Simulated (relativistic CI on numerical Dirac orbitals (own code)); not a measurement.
## Ho²⁺: 4d photoemission

Computed with this model: Dirac-Coulomb-Breit CI, separate exchange-only KLI orbitals for each configuration, model QED (radiative potential, 1s self-energy scaled to tabulated hydrogen-like ionisation energies), valence Slater integrals scaled by 0.8, multiplet model of photoemission in the sudden approximation; configurations [Xe] 4f11 → [Kr] 4d9 4f11 5s2 5p6; 300 K; Lorentzian 1.4 eV and Gaussian 0.6 eV FWHM. Energies are those of the free ion, without screening or charge transfer. The energies are binding energies and can lie tens of eV above those of solids. S is read from ⟨S²⟩ = S(S + 1).

free ion: ground-state S = 1.48, centroid 187.62 eV. Peaks (eV, height): 177.0 (100), 178.6 (98), 182.0 (54), 184.2 (34), 186.0 (54), 189.0 (48), 191.2 (53), 193.0 (55), 195.2 (47), 198.6 (28), 202.4 (39), 205.0 (41).

Strongest unbroadened transitions for free ion:

```
Energy (eV)  Relative strength
     176.79              100.0
     177.84               36.6
     178.67               18.8
     178.78               54.6
     179.76               10.9
     182.21               18.3
     184.03                9.4
     185.79               26.1
     186.24               26.9
     188.59               23.3
     189.55                9.9
     190.89               15.9
     191.48               25.5
     193.06               38.5
     195.34               40.5
     198.54               26.4
     202.30               39.6
     204.93               47.5
```
